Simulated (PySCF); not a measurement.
Match each property card to its molecule.

Structures:
1. `O=C1C=C(C(F)F)C[SiH2]1`
2. `PP1CCSCC1`
3. `C[P@H](=O)CC(F)(F)F`

Card P (geometry GFN2-xTB):
- Rotational constants A, B, C: 3.062, 0.909, 0.793 GHz
- Static isotropic polarisability (CAM-B3LYP/def2-SVPD): 117.3 au
- Isotropic shieldings of nuclei other than C and H, by class (GIAO PBE0/pcSseg-1): 406 (1 P), 525 (1 P), 478 (1 S) ppm
- Lowest triplet excitation (Tamm–Dancoff) (TDA CAM-B3LYP/def2-SVPD): 4.53 eV
- Strongest line among the 8 lowest singlet transitions (TDDFT CAM-B3LYP/def2-SVPD): S2 at 5.69 eV (218 nm, f = 0.178)
- Lowest singlet excitation (TDDFT CAM-B3LYP/def2-SVPD): 5.48 eV (226 nm, f = 0.000)

Card Q (geometry GFN2-xTB):
* Rotational constants A, B, C: 2.536, 0.865, 0.676 GHz
* Static isotropic polarisability (CAM-B3LYP/def2-SVPD): 87.5 au
* Isotropic shieldings of nuclei other than C and H, by class (GIAO PBE0/pcSseg-1): -516 (1 O), 317 (2 F), 423 (1 Si) ppm
* 13C chemical shifts (computed TMS as zero) by class (GIAO PBE0/pcSseg-1): 236.0 (1 C), 175.4 (1 C), 146.6 (1 C), 121.3 (1 C), 11.2 (1 C) ppm
* Lowest triplet excitation (Tamm–Dancoff) (TDA CAM-B3LYP/def2-SVPD): 2.43 eV
* Dipole moment (CAM-B3LYP/def2-SVPD): 3.74 D
* Point group: C1

Card R (geometry GFN2-xTB):
* Rotational constants A, B, C: 3.165, 1.043, 0.937 GHz
* Static isotropic polarisability (CAM-B3LYP/def2-SVPD): 64.6 au
* Strongest line among the 8 lowest singlet transitions (TDDFT CAM-B3LYP/def2-SVPD): S8 at 8.61 eV (144 nm, f = 0.097)
* 13C chemical shifts (computed TMS as zero) by class (GIAO PBE0/pcSseg-1): 132.5 (1 C), 41.9 (1 C), 19.8 (1 C) ppm
* Dipole moment (CAM-B3LYP/def2-SVPD): 2.38 D

All species are isolated and taken at one optimised geometry, non-relativistic unless stated. Electronic properties by PySCF. NMR classes are plain means over equivalent atoms (diastereotopic ones count apart unless rotation or inversion swaps them), as if these changed places fast.

Problem. Which card belongs to which structure?

Solution. P = 2, Q = 1, R = 3. What ties each card to its structure:
- 1 (card Q), C5H6F2OSi, monoisotopic mass 148.0 u, 9 heavy atoms: 5 C in 5 classes; the least shielded carbon (236.0 ppm) is a carbonyl carbon; an asymmetric top with C = 0.676 GHz, the lowest such constant on the cards; polarisability 87.5 au for 76 electrons; dipole 3.74 D.
- 2 (card P), C4H10P2S, monoisotopic mass 152.0 u, 7 heavy atoms: an asymmetric top with C = 0.793 GHz; polarisability 117.3 au for 80 electrons, the largest shown.
- 3 (card R), C3H6F3OP, monoisotopic mass 146.0 u, 8 heavy atoms: 3 C in 3 classes; the least shielded carbon (132.5 ppm) is a CF3 carbon; an asymmetric top with C = 0.937 GHz, the highest such constant on the cards; polarisability 64.6 au for 74 electrons, the smallest shown; dipole 2.38 D.
